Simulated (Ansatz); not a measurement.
A structure relaxed at PBE0-D4/def2-TZVP, charge 0, multiplicity 1:

```
atom   x (Å)   y (Å)   z (Å)
  C1  -0.416   0.381  -2.556
  N2  -0.269  -0.541  -1.460
  C3  -0.364  -1.958  -1.699
  C4  -0.038  -0.075  -0.201
  C5   0.116  -0.956   0.887
  C6   0.350  -0.480   2.157
  C7   0.441   0.891   2.403
  C8   0.682   1.378   3.717
  N9   0.878   1.773   4.782
 C10   0.290   1.773   1.333
 C11   0.056   1.306   0.059
 H12   0.482   0.993  -2.697
 H13  -1.267   1.056  -2.410
 H14  -0.587  -0.179  -3.473
 H15  -1.182  -2.413  -1.128
 H16  -0.558  -2.130  -2.755
 H17   0.564  -2.480  -1.437
 H18   0.053  -2.024   0.736
 H19   0.465  -1.177   2.978
 H20   0.358   2.840   1.509
 H21  -0.055   2.022  -0.744
```

Problem. Give its formula and SMILES.

Solution. C9H10N2, `CN(C)c1ccc(C#N)cc1`.

Problem. Point group (tolerance 0.08 Å, 0.16 Å for H)?

Solution. C2v.

Problem. Summarise the bond lengths by kind.

Solution. 4 × C–N 1.153 to 1.440 Å; 10 × C–H 1.081 to 1.096 Å; 7 × C–C 1.376 to 1.421 Å.

Program: Ansatz 0.2.0.
